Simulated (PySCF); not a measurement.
A calculated (M06, PySCF 2.14, aug-cc-pwCVQZ, the non-relativistic Hamiltonian (point nucleus)) atom or ion has these occupied shells.

| shell | electrons | orbital energy (eV) | rms radius, mean of both spins (bohr) |
| --- | --- | --- | --- |
| 1s α | 1 | -201.51 | 0.382 |
| 1s β | 1 | -200.89 | 0.382 |
| 2p α | 2 | -15.651 | 2.00 |

Question: Name the element and its charge.

Answer: B⁺ (boron, charge +1), in [He] 2p2, high-spin 3P determinant (an excited configuration).
